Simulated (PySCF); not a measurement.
**C²⁺ (carbon, charge +2): UHF calculation**

Configuration: [He] 2p2, high-spin 3P determinant (an excited configuration). All numbers are calculated (PySCF 2.14, no relativity, point nucleus, in dyall-av2z).

| Property | Result |
| --- | --- |
| Total energy | -35.842059 hartree |
| One-electron energy | -43.7202 hartree |
| Hartree (Coulomb) energy | 12.2378 hartree |
| Exchange energy | -4.3596 hartree |
| Kinetic energy | 35.83929 hartree |
| ⟨S²⟩ | 2.0001 |
| ⟨L²⟩ | 2.000 |
| Sum of ⟨r⟩ | 3.185 bohr |
| Sum of ⟨r²⟩ | 4.478 bohr² |
| Traceless quadrupole moment −½Σ⟨3z² − r²⟩ along its main axis | 0.857 e·bohr² |
| Density at the nucleus (Gaussians lack the cusp) | 117 bohr⁻³ |
| Spin density at the nucleus | -0.592 bohr⁻³ |
| Langevin diamagnetic susceptibility | -3.55 ×10⁻⁶ cm³/mol |

```json
{"shell": "1s α", "electrons": "1", "mean orbital energy (hartree)": "-12.58227", "rms radius, mean of both spins (bohr)": "0.312"}
{"shell": "1s β", "electrons": "1", "mean orbital energy (hartree)": "-12.52212", "rms radius, mean of both spins (bohr)": "0.312"}
{"shell": "2p α", "electrons": "2", "mean orbital energy (hartree)": "-1.42976", "rms radius, mean of both spins (bohr)": "1.46"}
```

Spin-orbit constants ζ (cm⁻¹) from the X2C one-electron operator on these orbitals (non-relativistic here): bare nucleus, nucleus screened by l(l+1)(2l+1)/3 electrons, and screened by the Breit-Pauli mean field of the electrons.

```
shell   bare  screened nucleus  mean field
   2p  95.59             63.73       52.68
```

To first order the Landé constant is A = 26.34 cm⁻¹, so the lowest level has J = 0 and lies 0.00653 eV below the centre of the term. This holds in LS coupling only.
